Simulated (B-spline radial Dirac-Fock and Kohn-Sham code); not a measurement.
## X-ray form factors of thallium in several charge states

Calculated with a radial finite-basis atomic code, using configuration-average Dirac-Fock orbitals.

Configurations: Tl⁷³⁺ [He] 2s2 2p4; Tl⁷⁴⁺ [He] 2s2 2p3; Tl⁷⁶⁺ [He] 2s2 2p1; Tl⁷⁷⁺ [He] 2s2. The first column is f₀ of Tl⁷³⁺, the others are differences from it.

```
s (Å⁻¹)  Tl⁷³⁺  Δ Tl⁷⁴⁺  Δ Tl⁷⁶⁺  Δ Tl⁷⁷⁺
      0  8.000   -1.000   -3.000   -4.000
   0.05  7.999   -1.000   -3.000   -4.000
    0.1  7.998   -1.000   -2.999   -3.999
   0.15  7.995   -0.999   -2.998   -3.997
    0.2  7.992   -0.999   -2.996   -3.995
   0.25  7.987   -0.998   -2.994   -3.992
    0.3  7.981   -0.997   -2.991   -3.988
   0.35  7.974   -0.996   -2.988   -3.984
    0.4  7.966   -0.995   -2.984   -3.979
   0.45  7.957   -0.993   -2.980   -3.973
    0.5  7.947   -0.991   -2.975   -3.967
    0.6  7.924   -0.988   -2.964   -3.953
    0.7  7.897   -0.983   -2.951   -3.936
    0.8  7.866   -0.978   -2.937   -3.917
    0.9  7.830   -0.973   -2.920   -3.895
      1  7.791   -0.966   -2.902   -3.871
    1.1  7.749   -0.960   -2.882   -3.844
    1.2  7.702   -0.952   -2.860   -3.815
    1.4  7.598   -0.936   -2.811   -3.751
    1.6  7.481   -0.917   -2.756   -3.678
```
